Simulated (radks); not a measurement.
Results of a calculation; reference values are marked as such.
Spherical quantum dot in the effective-mass picture: electrons in a parabolic well V = omega^2 r^2 / 2 with omega = 0.105, with a point charge +1 (a donor) at the centre, all in effective atomic units (hartree* = m*/eps^2 hartree, bohr* = eps/m* bohr), one dielectric constant everywhere. Level of theory: non-relativistic Kohn-Sham, LDA (Slater exchange, Perdew-Wang correlation), spin-polarised, spherical densities (a radial shooting solver with Libxc functionals). Levels are named by radial order and angular momentum (1s, 1p, 1d, 2s, ...), and open shells are averaged over m.

N = 24, configuration 1s2 1p6 1d10 2s2 1f(up 4, down 0). This is the lowest configuration that the search found. Occupied levels:

level,occupation,eigenvalue (hartree*),<r> (bohr*)
1s down,1,2.5179,2.840
1s up,1,2.5181,2.985
2s up,1,2.5700,8.723
1p up,3,2.5747,9.290
2s down,1,2.5769,8.725
1p down,3,2.5819,9.142
1d up,5,2.6011,10.04
1d down,5,2.6092,9.978
1f up,4,2.6337,10.61

Energy (hartree*): total 35.2055, kinetic 1.8405, external 8.5992, Hartree 28.006, exchange-correlation -3.2401.

Electron density:

r (bohr*),n(r) (e/bohr*^3)
0.388,0.1655
1.36,0.03024
2.34,0.007532
3.31,0.002655
4.29,0.001679
5.26,0.001826
6.24,0.002337
7.21,0.002891
8.19,0.003280
9.17,0.003340
10.1,0.002982
11.1,0.002254
12.1,0.001402
13.1,0.0006896
14.0,0.0002673
15.0,0.00007942
16.0,0.00001856
17.0,3.319e-06
17.9,4.745e-07
18.9,5.195e-08
